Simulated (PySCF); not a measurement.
Work out the structure from these simulated measurements.

Formula: C7H7OPSi.

- Dipole: 1.05 D [PBE0/pcSseg-1]
- NMR, other nuclei: isotropic shieldings of nuclei other than C and H, by class: -7 (1 O), 427 (1 Si), 138 (1 P) ppm [GIAO PBE0/pcSseg-1]
- 13C NMR: chemical shifts (computed TMS as zero) by class: 208.3 (1 C), 168.2 (1 C), 147.8 (1 C), 134.6 (1 C), 132.0 (1 C), 127.7 (1 C), 119.3 (1 C) ppm [GIAO PBE0/pcSseg-1]
- Rotational structure: rotational constants A, B, C: 2.622, 0.649, 0.523 GHz [GFN2-xTB]
- 1H NMR: chemical shifts (computed TMS as zero) by class: 8.50 (1 H), 8.10 (1 H), 7.81 (1 H), 7.64 (1 H), 4.83 (3 H) ppm [GIAO PBE0/pcSseg-1]

Electronic properties: PySCF, gas phase, density fitting. Levels stand in brackets. Geometry: GFN2-xTB; no solvent, vibrations or thermal averaging. GFN2-xTB frequencies show an imaginary mode (48i cm⁻¹), so this geometry is no minimum at that level. NMR values are class means; diastereotopic atoms form classes of their own.

**Question.** Propose a structure and show how it fits.

**Answer.** Numbering: `[SiH3:1][c:2]1[o:3][c:4]2[cH:5][cH:6][cH:7][cH:8][c:9]2[p:10]1`. 7 carbons fall into 7 classes; from least to most shielded: substituted aromatic carbon [C2] (208.3 ppm), ring-fusion aromatic carbon [C4] (168.2 ppm), ring-fusion aromatic carbon [C9] (147.8 ppm), aromatic CH carbon [C8] (134.6 ppm), aromatic CH carbon [C6] (132.0 ppm), aromatic CH carbon [C7] (127.7 ppm), aromatic CH carbon [C5] (119.3 ppm). Hydrogen classes from least to most shielded: 1 H on an aromatic CH carbon, C8 (8.50 ppm), 1 H on an aromatic CH carbon, C5 (8.10 ppm), 1 H on an aromatic CH carbon, C6 (7.81 ppm), 1 H on an aromatic CH carbon, C7 (7.64 ppm), 3 H on an SiH3 silicon, Si1 (4.83 ppm). The other shieldings belong to: -7 ppm, furan-type oxygen [O3]; 427 ppm, SiH3 silicon [Si1]; 138 ppm, phosphorus bonded to 2 C [P10]. By its constants the optimised geometry is an asymmetric top. Structure: `[SiH3]c1oc2ccccc2p1`. The assignments are read from this structure; whether some other isomer fits the data as well wasn't checked.
